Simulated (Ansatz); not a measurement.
Zn3O6H6, a hydroxylated oxide cluster, relaxed as a singlet with RKS r2SCAN-D4/def2-SVP in Ansatz, starting from the GFN1-xTB geometry. Force threshold 0.03 eV/Å.

Start:

Cartesian coordinates in Å:
```
Zn -2.341 -0.067 1.327
Zn 0.047 -0.004 0.074
Zn 2.397 -0.023 -1.228
O -0.562 0.193 1.891
O 1.096 1.324 -0.848
O -3.858 -0.124 2.178
O -1.784 -0.231 -0.487
O 3.920 -0.066 -2.065
O 1.391 -1.328 -0.317
H -0.159 0.398 2.732
H 0.825 2.142 -1.258
H -4.657 -0.272 1.672
H -2.175 -0.521 -1.308
H 4.249 0.756 -2.428
H 1.611 -2.176 0.064
```

**Question.** Estimate the energy that the relaxation releases and the steps that it takes.

**Answer.** 0.42 eV, in 6 steps; 24 s on 2 threads of AMD EPYC 7R13 on a shared host and a share (18 GiB) of an NVIDIA H100 80GB HBM3. No frequencies were taken in this run, so the end may be a saddle point.

**Question.** Does the start keep its bonding?

**Answer.** By distances, no bond broke or formed. The bond that changes most is Zn3–O8, from 1.74 to 1.79 Å (atoms count from 1).

**Question.** Predict the relaxed structure.

**Answer.** 
```xyz
15

Zn   -2.556   -0.086    1.409
Zn    0.031   -0.003    0.058
Zn    2.596    0.019   -1.333
O    -0.709    0.191    1.843
O     1.208    1.261   -0.845
O    -4.076   -0.147    2.358
O    -1.857   -0.221   -0.381
O     4.177   -0.102   -2.170
O     1.455   -1.234   -0.431
H    -0.318    0.469    2.676
H     1.001    2.116   -1.233
H    -4.849   -0.285    1.797
H    -2.263   -0.625   -1.153
H     4.480    0.754   -2.498
H     1.680   -2.106   -0.096
```
Bond lengths (bridged metal pairs left out): 10 × O–Zn 1.79 to 1.95 Å; 6 × H–O 0.96 to 0.97 Å.
